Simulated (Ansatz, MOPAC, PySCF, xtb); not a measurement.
Torsion H4–S1–Sn2–Cl3 in ClHSSn (SMILES [SH][Sn][Cl]); at each angle all else is relaxed with GFN2-xTB, and the levels are single points there.
Geometry at 0° (charge 0, multiplicity 1):
```xyz
4

S     -1.39994     0.37303     0.42830
Sn     0.85408     1.10696    -0.22269
Cl     1.29024    -0.52626    -1.89190
H     -1.49765    -0.64960    -0.40481
```

```json
[
 {"level": "GFN-FF", "energy at 270° less that at 0° (kJ/mol)": "3.5", "cost": "-"},
 {"level": "PM3", "energy at 270° less that at 0° (kJ/mol)": "29.9", "cost": "-"},
 {"level": "PM6", "energy at 270° less that at 0° (kJ/mol)": "20.0", "cost": "-"},
 {"level": "PM7", "energy at 270° less that at 0° (kJ/mol)": "15.7", "cost": "-"},
 {"level": "GFN1-xTB", "energy at 270° less that at 0° (kJ/mol)": "22.9", "cost": "-"},
 {"level": "GFN2-xTB", "energy at 270° less that at 0° (kJ/mol)": "18.2", "cost": "-"},
 {"level": "HF/STO-3G", "energy at 270° less that at 0° (kJ/mol)": "34.5", "cost": "-"},
 {"level": "HF/3-21G", "energy at 270° less that at 0° (kJ/mol)": "30.9", "cost": "-"},
 {"level": "HF/def2-TZVPP", "energy at 270° less that at 0° (kJ/mol)": "30.7", "cost": "-"},
 {"level": "SVWN5/def2-TZVPP", "energy at 270° less that at 0° (kJ/mol)": "36.4", "cost": "×0.8"},
 {"level": "PBE-D3(BJ)/def2-TZVPP", "energy at 270° less that at 0° (kJ/mol)": "34.1", "cost": "×1"},
 {"level": "PBE-D4/def2-TZVPP", "energy at 270° less that at 0° (kJ/mol)": "34.0", "cost": "×1"},
 {"level": "BLYP/def2-TZVPP", "energy at 270° less that at 0° (kJ/mol)": "33.4", "cost": "×1"},
 {"level": "BLYP-D3(BJ)/def2-TZVPP", "energy at 270° less that at 0° (kJ/mol)": "34.3", "cost": "×1"},
 {"level": "BLYP-D4/def2-TZVPP", "energy at 270° less that at 0° (kJ/mol)": "34.1", "cost": "×1"},
 {"level": "r2SCAN/def2-TZVPP", "energy at 270° less that at 0° (kJ/mol)": "35.5", "cost": "×2"},
 {"level": "r2SCAN-D3(BJ)/def2-TZVPP", "energy at 270° less that at 0° (kJ/mol)": "35.6", "cost": "×2"},
 {"level": "r2SCAN-D4/def2-TZVPP", "energy at 270° less that at 0° (kJ/mol)": "35.6", "cost": "×2"},
 {"level": "B3LYP/3-21G", "energy at 270° less that at 0° (kJ/mol)": "34.9", "cost": "-"},
 {"level": "B3LYP/LANL2DZ", "energy at 270° less that at 0° (kJ/mol)": "35.4", "cost": "-"},
 {"level": "B3LYP/def2-TZVPP", "energy at 270° less that at 0° (kJ/mol)": "32.9", "cost": "×2"},
 {"level": "B3LYP-D3(BJ)/def2-TZVPP", "energy at 270° less that at 0° (kJ/mol)": "33.6", "cost": "×2"},
 {"level": "PBE0/def2-TZVPP", "energy at 270° less that at 0° (kJ/mol)": "32.8", "cost": "×2"},
 {"level": "PBE0-D4/def2-TZVPP", "energy at 270° less that at 0° (kJ/mol)": "33.1", "cost": "×2"},
 {"level": "M06-2X/def2-TZVPP", "energy at 270° less that at 0° (kJ/mol)": "31.3", "cost": "-"},
 {"level": "wB97X-V/def2-TZVPP", "energy at 270° less that at 0° (kJ/mol)": "32.0", "cost": "×3"},
 {"level": "wB97M-V/def2-TZVPP", "energy at 270° less that at 0° (kJ/mol)": "32.3", "cost": "×4"},
 {"level": "MP2/def2-SVP", "energy at 270° less that at 0° (kJ/mol)": "36.9", "cost": "-"},
 {"level": "MP2/def2-TZVPP", "energy at 270° less that at 0° (kJ/mol)": "32.8", "cost": "-"},
 {"level": "MP2/def2-QZVPP", "energy at 270° less that at 0° (kJ/mol)": "31.6", "cost": "-"},
 {"level": "MP2/CBS(def2-TZVPP, def2-QZVPP)", "energy at 270° less that at 0° (kJ/mol)": "31.5", "cost": "-"},
 {"level": "SCS-MP2/def2-SVP", "energy at 270° less that at 0° (kJ/mol)": "35.8", "cost": "-"},
 {"level": "SCS-MP2/def2-TZVPP", "energy at 270° less that at 0° (kJ/mol)": "32.0", "cost": "-"},
 {"level": "CCSD/def2-SVP", "energy at 270° less that at 0° (kJ/mol)": "35.0", "cost": "-"},
 {"level": "CCSD/def2-TZVPP", "energy at 270° less that at 0° (kJ/mol)": "31.0", "cost": "-"},
 {"level": "CCSD/def2-QZVPP", "energy at 270° less that at 0° (kJ/mol)": "29.8", "cost": "-"},
 {"level": "CCSD(T)/def2-SVP", "energy at 270° less that at 0° (kJ/mol)": "36.3", "cost": "×0.9"},
 {"level": "CCSD(T)/def2-TZVPP", "energy at 270° less that at 0° (kJ/mol)": "31.9", "cost": "×8"},
 {"level": "CCSD(T)/def2-QZVPP", "energy at 270° less that at 0° (kJ/mol)": "30.7", "cost": "×200*"},
 {"level": "CCSD(T)/CBS(def2-TZVPP, def2-QZVPP)", "energy at 270° less that at 0° (kJ/mol)": "30.5", "cost": "×200*"}
]
```

The rows run from 3.5 (GFN-FF) to 36.9 kJ/mol (MP2/def2-SVP). In def2-QZVPP the value moves MP2 31.6, CCSD 29.8, CCSD(T) 30.7, a shift of -0.9 from MP2 to CCSD(T). From def2-SVP to def2-QZVPP CCSD(T) changes by -5.6. The dispersion term adds 0.9 in BLYP-D3(BJ), 0.7 in BLYP-D4, 0.1 in r2SCAN-D3(BJ). The 8 functionals in def2-TZVPP without D3 or D4 span 5.1, from M06-2X to SVWN5.

On the grid 0° to 330°, 270° is the highest and 0° the lowest point at CCSD(T)/CBS(def2-TZVPP, def2-QZVPP).

Frozen-core correlation. Filled d and f shells under p-block atoms count as core. CBS(a, b) extrapolates the correlation energy as X⁻³ and adds the Hartree–Fock energy of set b. Rows in 3-21G, LANL2DZ, STO-3G carry no dispersion term and start afresh at each structure; the Pople sets are all-electron and without relativity. LANL2DZ brings its own core potentials from Na on. The state that PM3, PM6, PM7 reach isn't checked; PM7 holds dispersion and hydrogen-bond terms.

Codes used: Ansatz (Gaussian basis) for Hartree–Fock, density functionals and correlated methods; MOPAC for PM3, PM6, PM7 (differences of heats of formation); PySCF for 3-21G rows, LANL2DZ rows, M06-2X, STO-3G rows, the dispersion terms; xtb for the GFN methods. Values without a source in brackets are computed. In def2 rows elements past Kr take small-core potentials, without spin–orbit coupling.

Costs are rough ratios of core time to PBE/def2-TZVPP (about 3 s over the structures, on one shared machine); a dash marks a level with no comparable run of its own. A star marks coupled-cluster runs past 200 virtual orbitals, where the program's memory plan changes under this machine's limit, so their costs aren't comparable with smaller runs.

Ansatz is a program for electronic structure.
